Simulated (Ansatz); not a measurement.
Stretching the Si1–H4 bond in F2H2Si (SMILES F[SiH2]F) (multiplicity 1 held, fragments rigid). Energies count from the point at 1.470 Å.
Geometry at that point (charge 0, multiplicity 1):
```xyz
5

Si     0.22395    -0.14591     0.36052
F     -0.89517    -0.95087    -0.43504
F      0.40910     1.26754    -0.34743
H      1.48977    -0.88621     0.26169
H     -0.25050     0.07882     1.73329
```

Unrestricted levels (U-) break spin symmetry where that is lower. Active spaces are followed from a long bond inwards. Levels need not reach the same state.

Correlated levels freeze the cores.

The values were computed with Ansatz (a quantum-chemistry and plane-wave program). 

What is the computed energy at R = 4.703 Å (U-CCSD(T)/cc-pV(D+d)Z)?

98.6 kcal/mol

Doubts at one or more of the structures used: a spin-contaminated determinant (U-CCSD(T)/cc-pV(D+d)Z).
